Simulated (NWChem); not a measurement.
# C₂H₆ClSi cation

```xyz
10

C     -0.0083    -1.6168    -1.2431
Si     0.0000     0.0000    -0.4032
C      0.0083     1.6168    -1.2431
Cl     0.0000     0.0000     1.5884
H      0.5251    -1.5584    -2.2058
H     -1.0610    -1.8822    -1.4616
H      0.4168    -2.4097    -0.6099
H     -0.4168     2.4097    -0.6099
H      1.0610     1.8822    -1.4616
H     -0.5251     1.5584    -2.2058
```
Atoms are numbered in this order, from 1.

Coordinates come from a PBE0/def2-SVP optimisation.

Question: Give the principal values of the shielding tensors (ppm) of C1, Si2, Cl4 from KT2/pcSseg-1, GIAO (NWChem), with their diamagnetic and paramagnetic parts as GIAO splits them.

Answer: 
```json
[
 {"atom": "C1", "σ11": "140.5", "σ22": "162.3", "σ33": "193.5", "isotropic": "165.4", "diamagnetic": "257.6", "paramagnetic": "-92.2"},
 {"atom": "Si2", "σ11": "-149.3", "σ22": "127.1", "σ33": "233.0", "isotropic": "70.3", "diamagnetic": "883.9", "paramagnetic": "-813.6"},
 {"atom": "Cl4", "σ11": "221.4", "σ22": "626.2", "σ33": "801.6", "isotropic": "549.7", "diamagnetic": "1149.4", "paramagnetic": "-599.7"}
]
```
